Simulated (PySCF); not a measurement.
Start geometry of `FCCCCCC(F)(F)F` from a GFN2-xTB structure with every atom displaced at random (by about 0.01 Å) (Å):
```
atom  x, y, z in Å
F1     3.270    1.482    0.676
C2     3.159    0.409   -0.159
C3     1.889   -0.391    0.144
C4     0.674    0.403   -0.173
C5    -0.618   -0.408    0.147
C6    -1.885    0.393   -0.180
C7    -3.114   -0.428    0.115
F8    -3.156   -1.556   -0.606
F9    -3.216   -0.782    1.422
F10   -4.252    0.246   -0.161
H11    3.147    0.797   -1.172
H12    4.076   -0.175    0.020
H13    1.887   -0.645    1.201
H14    1.923   -1.306   -0.427
H15    0.640    1.317    0.407
H16    0.638    0.678   -1.222
H17   -0.620   -0.647    1.217
H18   -0.621   -1.327   -0.407
H19   -1.939    1.295    0.419
H20   -1.930    0.660   -1.231
```

Problem. What comes out of this run: PBE0-D3(BJ)/def2-SVP geometry optimisation, gas phase in PySCF 2.14.0?

Solution. 
```
atom  x, y, z in Å
F1     3.0251    1.8480    0.5804
C2     3.1152    0.7154   -0.1955
C3     1.9497   -0.2049    0.0783
C4     0.5982    0.4468   -0.1718
C5    -0.5732   -0.4691    0.1443
C6    -1.9176    0.1989   -0.0937
C7    -3.0912   -0.7021    0.1780
F8    -3.0611   -1.8027   -0.5855
F9    -3.1208   -1.1099    1.4528
F10   -4.2478   -0.0787   -0.0681
H11    3.1289    1.0283   -1.2551
H12    4.0738    0.2172    0.0288
H13    2.0066   -0.5544    1.1236
H14    2.0656   -1.1019   -0.5550
H15    0.5326    1.3652    0.4350
H16    0.5372    0.7736   -1.2259
H17   -0.5162   -0.7977    1.1956
H18   -0.5092   -1.3847   -0.4672
H19   -2.0354    1.0832    0.5520
H20   -2.0123    0.5444   -1.1349
```

The energy falls by 0.185 eV over 13 energy and gradient evaluations, the largest force component goes from 0.0383 to 3.6e-04 Eh/bohr, and the atoms move by 0.066 Å rms after alignment. The bond that changes most is C4–C5 (both ends chain CH2 carbon), which shortens by 0.039 Å. Bonds longer at the end by more than 0.005 Å: 11 of 19; shorter: 5. Among the angles that change most is F1–C2–H12, from 104.5° to 108.3°. Among the dihedrals that turn most is H11–C2–C3–H13, from -173° to 176°. Rotational constants go from 3658, 388.7, 382.3 to 3607, 390.9, 383.0 MHz. The orientation of the end geometry is arbitrary; only internal coordinates are fixed.

The run used 190 basis functions and 75 SCF cycles in all.

No PBE0-D3(BJ)/def2-SVP frequencies stand behind this structure, so it isn't proved a minimum. The numbers are those of one conformer.
